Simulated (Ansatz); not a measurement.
SbSbSbSb tetrahedron (Sb4). Charge 0, multiplicity 3. Geometry r2SCAN-D4/def2-SVP, that of the neutral singlet; atoms count from 1.

Cartesian coordinates in Å:
```
Sb -1.412 -0.750 -0.686
Sb -0.005 -0.222 1.726
Sb -0.011 1.701 -0.366
Sb 1.429 -0.729 -0.674
```

In the def2 sets Sb takes a core potential; there is no spin–orbit coupling. At PBE0-D4/def2-TZVP a singlet of charge 0 lies 2.96 eV below the triplet at the same geometry.

(1) Estimate the Mulliken populations from the PBE0/def2-TZVP orbitals of Ansatz.

(2) Where does the spin sit?

(3) And the Mayer bond orders between bonded heavy atoms (over 0.3)?

## Answers

(1) 
```
atom  charge (e)  spin (α − β)
 Sb1       -0.02          0.91
 Sb2       -0.02          0.91
 Sb3        0.02          0.09
 Sb4        0.02          0.09
```
Mulliken values and Mayer orders depend strongly on the basis.

(2) Summed by element: Sb 2.00, of 2 unpaired in all. Largest on single atoms: Sb1 0.91, Sb2 0.91, Sb3 0.09.

(3) Sb1–Sb2 0.35 (2.84 Å); Sb1–Sb3 1.01 (2.84 Å); Sb1–Sb4 1.01 (2.84 Å); Sb2–Sb3 1.01 (2.84 Å); Sb2–Sb4 1.01 (2.84 Å); Sb3–Sb4 0.97 (2.84 Å).
